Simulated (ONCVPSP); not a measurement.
Bi, ONCV: configuration errors across variants

```
Element                 : bismuth (Bi)
Generator               : ONCVPSP 4.0.1
Type                    : optimised norm-conserving Vanderbilt (ONCV)
Functional              : PW91
Relativity              : fully relativistic
Frozen core             : [Kr] 4d10 4f14
Valence charge          : 23
Reference configuration : 5s2 5p6 5d10 6s2 6p2 (charge +1)
Partial waves           : 5s+6s: rc 1.50 bohr, ncon 5, nbas 10, qcut 8.5 1/bohr, 2 projectors; 5p+6p: rc 1.80 bohr, ncon 4, nbas 7, qcut 6.9 1/bohr, 2 projectors; 5d: rc 1.20 bohr, ncon 4, nbas 7, qcut 8.1 1/bohr, 2 projectors, debl 1.3 Ha
Local potential         : polynomial inside 1.10 bohr (lpopt 3, dvloc0 -1 Ha)
Core correction         : Teter function fitted to the true core (icmod 2), fcfact 0.15
```

Open shells are filled in proportion to 2j + 1.

All-electron excitation energies from the reference (eV): (1) 5s2 5p6 5d10 6s2 6p3 -8.120; (2) 5s2 5p6 5d10 6s2 6p1 15.501; (3) 5s2 5p6 5d10 6s2 6p0 39.155; (4) 5s2 5p6 5d9 6s2 6p4 15.765.

Errors AE − PS in meV (a dash: test not solved or not reliable):

```csv
change,(1),(2),(3),(4),bound ghosts,GHOST(+) flags above zero
base,-0.2,-0.1,-1.4,-0.8,none,s
p: rc 1.24,-0.5,+0.6,+0.8,-4.1,none,s
p: rc 1.54,-0.3,+0.1,-0.7,-2.7,none,s
p: rc 1.68,-0.2,0.0,-1.2,-1.9,none,s
p: rc 2,0.0,-0.2,-1.8,+3.1,none,s
p: rc 2.12,-0.1,-0.3,-2.2,+6.6,none,s
p: rc 2.58,-0.1,-0.6,-3.9,+32,none,s
```

Q: Give the same row for: p: rc 2.36.

A: 0.0, -0.4, -2.8, +19; bound ghosts: none; GHOST(+) flags above zero: s, p3/2.
